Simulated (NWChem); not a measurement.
System: CHCl₂, doublet; SMILES Cl[CH]Cl

Here is an NWChem input.

```
start job
memory heap 200 mb stack 700 mb global 900 mb
geometry units angstroms noautoz
  Cl    -0.173850     0.007799     1.470435
  C      0.680973     0.042420     0.000000
  Cl    -0.173850     0.007799    -1.470435
  H      1.697460    -0.355374     0.000000
end
basis spherical
  * library 6-311++g**
end
dft
  odft
  mult 2
  xc pbe0
  iterations 150
  mulliken
end
task dft energy
```

In the optimisation the excess spin sits in a' (Cs, its own frame). Coordinates come from a PBE0/def2-SVP, spin-unrestricted optimisation. No stability test was run on the SCF state.

Task: Predict the main results of this run. (PBE0/6-311++G** (spherical d), spin-unrestricted.) Quantities: basis functions; energy (Ha); highest occupied level (eV); lowest empty minus highest occupied level, either spin (eV); dipole (D); <S²>.

Result: 
```yaml
number_of_basis_functions: 89
energy (Ha): -958.72
highest occupied level (eV): -6.42
lowest empty minus highest occupied level, either spin (eV): 4.27
dipole (D): 0.99
"<S²>": 0.755
```
